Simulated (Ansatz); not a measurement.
`[GaH2][CH2][GeH3]` + `O[SiH3]` → `[SiH3][O][GeH3]` + `[CH3][GaH2]`  (ligand exchange at a Ge–C bond)

Gas-phase electronic energies from Ansatz, PBE0-D4/def2-TZVP geometries. CCSD(T)/CBS adds triple-zeta CCSD(T) − MP2 to the extrapolated MP2 energy (def2 sets, frozen cores). DFT in def2-TZVPP. B3LYP here is the variant with VWN-RPA as its local correlation; programs differ in this. For Ga, Ge outer-core shells are correlated without core-valence functions, which leaves a few kJ/mol of doubt a bond. Scalar relativity is left out up to krypton.

CCSD(T)/CBS gives -36.6 kJ/mol.

(1) Another level gave -41.4 kJ/mol. Which?
A. B3LYP/def2-TZVPP
B. r2SCAN0/def2-TZVPP
C. BHLYP/def2-TZVPP
D. PBE-D4/def2-TZVPP

Largest T1 diagnostic among the species: 0.012.

Results:

(1) B. r2SCAN0 -41.4, BHLYP -51.9, PBE-D4 -34.4, B3LYP -47.8 kJ/mol.

From BLYP to BHLYP (50 % exact exchange), in def2-TZVPP and without D4, ΔE moves by −4.4 kJ/mol. Leaving LDA and LC-ωPBE aside and taking each functional with its dispersion term where it has one, the values, not all of them listed here, spread over 15.1 kJ/mol, from BHLYP-D4 to PBE-D4. LDA lies +5.6 kJ/mol from PBE without D4. At CCSD(T), def2-SVP lies −13.4 kJ/mol from the extrapolated value and def2-TZVPP −3.1 kJ/mol.
